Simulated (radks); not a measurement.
Problem. Successive ionisation energies (eV) of one element, from differences of total energies of ions in their ground configurations, starting at charge 0: 5.313, 11.684, 23.708, 42.435, 76.638, 91.654, 106.91, 128.78, 145.63, 162.70, 179.54, 208.34, 238.61, 279.61, 307.45, 329.97, 365.20, 401.71, 439.43, 478.32, 518.36, 559.49. Method: scalar-relativistic Kohn-Sham, exchange-only LDA, spin-polarised, spherical densities, point nucleus; open shells are filled with parallel spins first (spin-orbit coupling, left out, can overturn this in heavy ions); computed with a radial shooting solver on a logarithmic mesh with Libxc functionals. Which element is it?

Solution. Erbium (Z = 68). The first species listed is Er in [Xe] 4f12 6s2, the last Er21+ in [Kr] 4d10 4f1.
